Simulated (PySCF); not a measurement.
Can point charges reproduce the dipole moment of `O=S(=O)(O)C1=CN=CN1[SiH3]`?

Coordinates (PBE0-D3(BJ)/def2-SVP, Å) and charges (e) from the PBE0/pcSseg-1 density (PySCF):

```csv
atom,x,y,z,Mulliken,IAO,Hirshfeld,ESP-fitted
O1,-1.782,0.770,1.300,-0.5269,-0.8470,-0.2745,-0.4386
S2,-1.796,-0.343,0.370,+1.3607,+2.1617,+0.5501,+1.0383
O3,-2.542,-1.561,0.593,-0.5069,-0.8506,-0.2966,-0.4874
O4,-2.318,0.307,-1.020,-0.4458,-0.7167,-0.2054,-0.5422
C5,-0.146,-0.754,0.042,-0.1284,-0.2677,-0.0350,-0.3167
C6,0.427,-1.962,-0.291,+0.0705,-0.0523,-0.0138,+0.2968
N7,1.762,-1.792,-0.472,-0.3881,-0.3125,-0.1950,-0.5886
C8,1.987,-0.516,-0.257,+0.3154,+0.0639,+0.0612,+0.3040
N9,0.862,0.189,0.062,-0.7344,-0.3323,-0.0994,-0.1397
Si10,0.788,1.938,0.521,+0.6641,+0.7197,+0.3692,+0.4085
H11,-2.644,-0.411,-1.585,+0.2668,+0.3845,+0.1884,+0.4281
H12,-0.071,-2.926,-0.389,+0.1145,+0.1796,+0.0672,+0.0959
H13,2.963,-0.033,-0.318,+0.1332,+0.1725,+0.0711,+0.1043
H14,2.143,2.405,0.111,-0.1052,-0.1202,-0.0704,-0.1014
H15,0.612,2.085,1.984,-0.0416,-0.0926,-0.0577,-0.0322
H16,-0.264,2.602,-0.282,-0.0479,-0.0900,-0.0596,-0.0290
```

**Question.** What dipole does each set of charges give (1 e·Å = 4.803 D), and what does the density give?

**Answer.** The full density gives (1.36, 1.78, -2.08) D, 3.06 D in size; dipole vectors point from the negative to the positive end.

```csv
scheme,μx,μy,μz,size (D),share of the full size (%),angle to the full dipole (°)
Mulliken,0.68,2.44,-1.16,2.79,91,26
IAO,2.48,2.27,-2.36,4.11,134,11
Hirshfeld,1.21,1.67,-1.48,2.53,83,7
ESP-fitted,1.42,1.80,-2.09,3.10,101,1
```

**Question.** Which set comes closest?

**Answer.** Length of the difference vector: ESP-fitted 0.06 D, Hirshfeld 0.63 D, IAO 1.25 D, Mulliken 1.32 D. Closest: ESP-fitted. ESP charges are fitted to the potential around the molecule, whose slowest-falling term is the dipole's. 

**Question.** What is left for the Hirshfeld atoms' own dipoles?

**Answer.** The shares of the density sum to the whole, so what Σ q r misses lies in dipoles about the nuclei. The atomic dipoles sum to (1.36, 1.78, -2.08) − (1.21, 1.67, -1.48) = (0.15, 0.11, -0.60) D, 0.63 D in size.

**Question.** With the origin at the mean of the coordinates, (-0.001, 0.000, 0.023) Å, which are the largest single terms, by size, of the Hirshfeld dipole along the direction of the full one?

**Answer.** O3 +3.45, S2 -3.25, Si10 +2.02, O1 +1.60, H14 -0.78 D; all 16 atoms together +2.51 D. The single terms depend on the origin, their sum doesn't.

**Question.** Give the size of the full dipole in other units.

**Answer.** 3.06 D = 1.204 au = 0.637 e·Å = 10.21 × 10⁻³⁰ C·m.

Isolated species at its PBE0-D3(BJ)/def2-SVP geometry (one conformer only).

Shape of the structure used: `[O:1]=[S:2](=[O:3])([OH:4])[c:5]1[cH:6][n:7][cH:8][n:9]1[SiH3:10]`: O1–S2–C5–C6 151°, H–O4–S2–O1 -160°.
